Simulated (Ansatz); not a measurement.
Rb₂Br, relaxed as a doublet with UKS PBE0-D4/def2-TZVP in Ansatz, starting from the GFN1-xTB geometry. Force threshold 0.02 eV/Å.

In the def2 sets Rb takes a core potential; there is no spin–orbit coupling. The structure comes from a short search, and lower isomers may exist.

Start:

```
atom    x (Å)    y (Å)    z (Å)
 Rb1   1.0785   1.2630  -1.3357
 Rb2  -1.7733  -1.1831  -0.0614
 Br3   0.6948  -0.0799   1.3971
```

(1) Estimate the energy that the relaxation releases and the steps that it takes.

(2) Does the start keep its bonding and symmetry?

(3) Predict the relaxed structure.

Answers

(1) 0.08 eV, in 5 steps; 11 s on 4 threads of Arm Neoverse V2 on a shared host. The force fell under the threshold at step 4, but the optimiser went on. No frequencies were taken in this run, so the end may be a saddle point.

(2) By distances, no bond broke or formed. The bond that changes most is Rb1–Br3, from 3.07 to 3.20 Å (atoms count from 1). Point group C2v at the start, C2v at the end, both within 0.05 Å.

(3) 
```xyz
3

Rb    1.2371    1.3958   -1.3984
Rb   -1.9241   -1.3162    0.0153
Br    0.6870   -0.0796    1.3831
```
Bond lengths (bridged metal pairs left out): 2 × Br–Rb 3.20 Å.
